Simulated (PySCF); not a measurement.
H3P2, SMILES [PH]P, multiplicity 2. Geometry optimised at PBE0-D3(BJ)/def2-TZVP. The isomer is the one that the SMILES or the coordinates give; other isomers of the formula were not compared.

Computed equilibrium geometry at PBE0-D3(BJ)/def2-TZVP (PySCF confirms it by a frequency run) as bond lengths and angles:
Atoms: P1 P2 H3 H4 H5. Bonded distances (Å): P1–P2 2.171, P1–H3 1.425, P2–H4 1.420, P2–H5 1.417. Angles (°): P2–P1–H3 91.8, P1–P2–H4 99.8, P1–P2–H5 97.0, H4–P2–H5 95.4.
Charge 0, spin multiplicity 2.
